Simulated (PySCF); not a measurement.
Species: [ICl2]- (charge -1).
SMILES: `Cl[I-]Cl`

Level of theory: PySCF 2.14.0, PBE0-D3(BJ)/def2-SVP geometry optimisation, gas phase, def2 core potentials past Kr.

Take the most abundant isotopes and a rigid rotor. 

Problem. What are the moment of inertia and the rotational constant?

Solution. I = 468.438 u·Å², B = 505379 MHz·u·Å²/I = 1079 MHz (0.0360 cm⁻¹, or 0.052 K as hB/k).

Problem. List the first levels of a rigid rotor in a Σ state.

Solution. E(J) = BJ(J+1): J = 1: 0.072, J = 2: 0.216, J = 3: 0.432, J = 4: 0.720, J = 5: 1.080, J = 6: 1.511 cm⁻¹.

Problem. Has it a pure rotational spectrum?

Solution. Not by electric dipole: D∞h allows no dipole (computed 0.02 D). Rotational Raman lines (ΔJ = 2) lie at B(4J + 6), spaced by 4B = 0.144 cm⁻¹, with nuclear-spin weights that differ between even and odd J.

No PBE0-D3(BJ)/def2-SVP frequencies stand behind this structure, so it isn't proved a minimum. The geometry's basis has no diffuse functions, a weakness for an anion. These are rigid-rotor constants of the computed structure; measured ground-state constants (B0) also hold zero-point vibration.

The run took 12 s on an Arm Neoverse N1 with one thread, shared host, and the process peaked at 0.26 GiB of memory. That covers the optimisation of the geometry.
